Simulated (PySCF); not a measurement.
Start geometry of `[SiH3]C([SiH3])[SiH2]Cl` from GFN2-xTB (Å):
```
atom  x, y, z in Å
Si1   -1.575    0.817    0.278
C2    -0.006    0.076   -0.452
Si3    1.546    0.991    0.129
Si4    0.170   -1.786   -0.162
Cl5   -1.424   -2.748   -1.031
H6    -2.785    0.206   -0.296
H7    -1.621    2.268   -0.056
H8    -1.580    0.676    1.724
H9    -0.058    0.240   -1.513
H10    1.722    0.824    1.593
H11    1.451    2.414   -0.177
H12    2.748    0.441   -0.536
H13    1.317   -2.327   -0.783
H14    0.089   -2.107    1.274
```

Problem. What comes out of this run: PBE0-D3(BJ)/def2-SVP geometry optimisation, gas phase in PySCF?

Solution. 
```
atom  x, y, z in Å
Si1   -2.8928   -1.6439   -1.7702
C2    -1.1703   -2.1531   -2.3675
Si3    0.1738   -1.1406   -1.5076
Si4   -0.8269   -3.9761   -2.1547
Cl5   -2.5347   -5.0866   -2.5638
H6    -3.9388   -2.0544   -2.7502
H7    -2.9405   -0.1564   -1.6114
H8    -3.1690   -2.2677   -0.4416
H9    -1.1181   -1.9275   -3.4488
H10   -0.0711   -1.1375   -0.0333
H11    0.1658    0.2645   -2.0116
H12    1.5236   -1.7388   -1.7570
H13    0.2435   -4.4344   -3.0837
H14   -0.4399   -4.2661   -0.7447
```

The energy falls by 16.0 kJ/mol over 24 energy and gradient evaluations, the largest force component goes from 0.0287 to 1.3e-04 Eh/bohr, and the atoms move by 0.381 Å rms after alignment. The bond that changes most is Si4–H13 (chlorine-bound silicon to Si–H hydrogen), which lengthens by 0.077 Å. Bonds longer at the end by more than 0.005 Å: 11 of 13; shorter: 1. Among the angles that change most is H13–Si4–H14, from 113.0° to 110.1°. Among the dihedrals that turn most is Si3–C2–Si4–H14, from 72° to 45°. Rotational constants go from 2700, 1098, 829.5 to 2777, 1137, 845.7 MHz. The orientation of the end geometry is arbitrary; only internal coordinates are fixed.

The run used 131 basis functions and 139 SCF cycles in all.

No PBE0-D3(BJ)/def2-SVP frequencies stand behind this structure, so it isn't proved a minimum. The numbers are those of one conformer.
